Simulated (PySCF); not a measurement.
A structure optimised at PBE-D3(BJ)/def2-SVP, used in a PySCF frequency run:

```
Ga
Cl 1 2.1449
Br 1 2.2805 2 119.52
Br 1 2.2805 2 119.52 3 180.00
```
Charge 0, spin multiplicity 1.

Q: Write its SMILES, formula and point group.

A: [Cl][Ga]([Br])[Br], Br₂ClGa, C2v

Q: What are its rotational constants (standard atomic weights)?

A: 1.5578, 0.80301, 0.52987 GHz
